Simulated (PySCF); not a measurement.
## Excitation energy of Zr by level of theory

Zr [Kr] 4d2 5s2 (3F) → Zr [Kr] 4d1 5s2 5p1 (high-spin determinant), as a difference of total energies. All numbers are calculated (PySCF 2.14, scalar relativity through the core potential, in def2-TZVPPD with the def2 core potential (28 electrons) (6s4p3d2f1g, 56 functions)). Correlated levels: valence and next inner shell: nothing frozen outside the core potential. The calculations carry no spin-orbit coupling.

```
                                method  excitation energy (eV)
                                   UHF                   2.918
    MP2 (valence and next inner shell)                   3.022
SCS-MP2 (valence and next inner shell)                   2.966
   CCSD (valence and next inner shell)                   2.727
CCSD(T) (valence and next inner shell)                   2.483
```

**Question.** How much does correlation contribute at CCSD(T) (valence and next inner shell)?

**Answer.** 2.483 − (2.918) = -0.435 eV, measured against UHF.

The coupled-cluster amplitudes are large for the upper state (T1 above 0.03 or a double amplitude above 0.15), so a single reference is strained.

The determinant of the upper state mixes LS terms, which raises its energy above the lowest term, most at the Hartree-Fock and MP2 levels.
